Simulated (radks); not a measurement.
Species: the neodymium ion Nd+. Configuration: [Kr] 4d10 4f4 5s2 5p5.75 6s1 5d0.25 (fractional occupations, a model configuration).

Calculated with a radial shooting solver on a logarithmic mesh with Libxc functionals: Dirac Kohn-Sham, PBEsol, spin-unpolarised, spherical densities, finite nucleus; open shells are shared between the two j in proportion to 2j + 1; Fermi nuclear charge, rms radius 4.9123 fm.

Energy parts (hartree):
total: -9625.4231
kinetic: 10378.4058
electron-nucleus: -23506.9888
Hartree: 3722.5267
exchange-correlation: -219.3669

Orbitals (lengths in bohr, moments of r in powers of bohr; <r^-3> diverges for s and p1/2):
1s1/2: occ. 2; eigenvalue (hartree) -1592.899; <1/r> 66.02; small-component weight 4.95e-02
2s1/2: occ. 2; eigenvalue (hartree) -257.7480; <1/r> 15.63; small-component weight 1.08e-02
2p1/2: occ. 2; eigenvalue (hartree) -243.9021; <1/r> 15.61; small-component weight 1.09e-02
2p3/2: occ. 4; eigenvalue (hartree) -224.8029; <r^-3> 7947; <1/r> 14.03; small-component weight 1.02e-02
3s1/2: occ. 2; eigenvalue (hartree) -56.09883; <1/r> 5.661; small-component weight 3.35e-03
3p1/2: occ. 2; eigenvalue (hartree) -50.18008; <1/r> 5.576; small-component weight 3.29e-03
3p3/2: occ. 4; eigenvalue (hartree) -46.36801; <r^-3> 1632; <1/r> 5.180; small-component weight 3.10e-03
3d3/2: occ. 4; eigenvalue (hartree) -36.04598; <r^-3> 270.1; <1/r> 5.051; small-component weight 2.98e-03
3d5/2: occ. 6; eigenvalue (hartree) -35.22159; <r^-3> 243.9; <1/r> 4.951; small-component weight 2.92e-03
4s1/2: occ. 2; eigenvalue (hartree) -11.34109; <1/r> 2.353; small-component weight 1.04e-03
4p1/2: occ. 2; eigenvalue (hartree) -9.10758; <1/r> 2.248; small-component weight 9.75e-04
4p3/2: occ. 4; eigenvalue (hartree) -8.27928; <r^-3> 355.4; <1/r> 2.115; small-component weight 9.09e-04
4d3/2: occ. 4; eigenvalue (hartree) -4.60667; <r^-3> 49.01; <1/r> 1.894; small-component weight 7.55e-04
4d5/2: occ. 6; eigenvalue (hartree) -4.46038; <r^-3> 43.74; <1/r> 1.861; small-component weight 7.38e-04
4f5/2: occ. 1.71429; eigenvalue (hartree) -0.31417; <r^-3> 5.022; <1/r> 1.262; small-component weight 3.75e-04
4f7/2: occ. 2.28571; eigenvalue (hartree) -0.29914; <r^-3> 4.848; <1/r> 1.246; small-component weight 3.67e-04
5s1/2: occ. 2; eigenvalue (hartree) -1.72667; <1/r> 0.9043; small-component weight 2.22e-04
5p1/2: occ. 1.91667; eigenvalue (hartree) -1.12877; <1/r> 0.7939; small-component weight 1.75e-04
5p3/2: occ. 3.83333; eigenvalue (hartree) -1.01584; <r^-3> 47.87; <1/r> 0.7470; small-component weight 1.58e-04
5d3/2: occ. 0.1; eigenvalue (hartree) -0.28500; <r^-3> 2.794; <1/r> 0.4674; small-component weight 6.28e-05
5d5/2: occ. 0.15; eigenvalue (hartree) -0.27689; <r^-3> 2.442; <1/r> 0.4571; small-component weight 6.02e-05
6s1/2: occ. 1; eigenvalue (hartree) -0.30710; <1/r> 0.3177; small-component weight 3.21e-05
6p1/2: occ. 0; eigenvalue (hartree) -0.20274; <1/r> 0.2572; small-component weight 2.14e-05
6p3/2: occ. 0; eigenvalue (hartree) -0.19151; <r^-3> 4.855; <1/r> 0.2462; small-component weight 2.00e-05

The highest occupied level is 5d5/2 at -7.535 eV. Summed over all electrons, <r^2> = 61.66 bohr^2, which gives a Langevin (diamagnetic) susceptibility term of -48.8 x 10^-6 cm^3/mol. The electron density at the nucleus is 4.53e+05 e/bohr^3.
